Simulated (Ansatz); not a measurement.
`FB1CB1F`, relaxed with RKS PBE0-D4/def2-TZVP in Ansatz from a PBE-D4/def2-SVP geometry. The force threshold is 0.005 eV/Å; the program also tests the step.

Total charge 0; spin multiplicity 1.

Start:

```xyz
7

F    -0.966    0.182   -2.007
B    -0.323    0.387   -0.872
C    -0.068   -0.573    0.424
B     0.634    0.780    0.352
F     1.038    1.662    1.263
H    -0.482   -1.161    1.266
H     0.166   -1.276   -0.426
```

```
step  energy (eV)  largest force (eV/Å)  largest move (Å)
   1   -7851.5379                 0.659             0.000
   2   -7851.5644                 0.266             0.018
   3   -7851.5685                 0.038             0.010
   4   -7851.5686                 0.023             0.001
   5   -7851.5686                 0.013             0.003
   6   -7851.5687                 0.021             0.003
   7   -7851.5687                 0.014             0.005
   8   -7851.5687                 0.004             0.004
```

End:

```xyz
7

F    -0.965    0.188   -1.983
B    -0.324    0.371   -0.860
C    -0.070   -0.570    0.423
B     0.621    0.771    0.351
F     1.040    1.645    1.242
H    -0.497   -1.147    1.241
H     0.194   -1.257   -0.414
```

Hardware: 2 threads of an Arm Neoverse N1 on a shared host. Wall time 45 s, peak host memory 0.32 GiB.
